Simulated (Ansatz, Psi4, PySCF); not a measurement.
H$_{2}$BrF$_{2}$GeN (SMILES [NH2][Ge]([F])([F])[Br]), singlet, geometry from GFN2-xTB, atoms displaced at random by about 0.03 Å a coordinate. Base run: B3LYP/STO-3G, gradient in PySCF.

Here is a job for PySCF.
```python
from pyscf import gto, scf, dft

mol = gto.Mole()
mol.atom = '''
    N     2.182802    0.120055    0.473742
    Ge    0.361619    0.442668    0.329551
    F    -0.243918    0.725908    1.857312
    F     0.230884    1.843910   -0.466177
    Br   -0.957354   -1.069331   -0.786560
    H     2.452354   -0.579987    1.085436
    H     2.742822    0.174539   -0.398348
'''
mol.basis = 'sto-3g'
mol.charge = 0
mol.spin = 0
mol.verbose = 4
mol.build()

mf = dft.RKS(mol)
mf.xc = 'b3lyp'
mf.kernel()
g = mf.nuc_grad_method()
grad = g.kernel()
```

Programs used: Ansatz (an electronic-structure program), Psi4, PySCF; a row that names a program was run with it.

The coordinate followed is y of atom 4.

The base run was repeated with changes; each row names its change, and settings that it needs were set with it.

```csv
change,dE/dx (Eh/bohr),net force (Eh/bohr)
base,-0.031600,0.000219
conv_tol = 1e-4,-0.031517,0.000219
code = ansatz,-0.031488,0.000000
code = psi4,-0.031655,0.000439
grids.level = 1; grid_response = off,-0.031659,0.001542
grids.level = 0; grid_response = on,-0.031965,0.000000
density fitting = on; auxbasis_response = off,-0.033691,0.004764
grids.level = 0; grid_response = off,-0.027026,0.006354
grids.level = 1; grid_response = on,-0.031872,0.000000
grids.level = 5; grid_response = on,-0.031487,0.000000
conv_tol = 1e-6,-0.031607,0.000219
density fitting = on,-0.031606,0.000219
```

The net force is zero for an exact gradient.
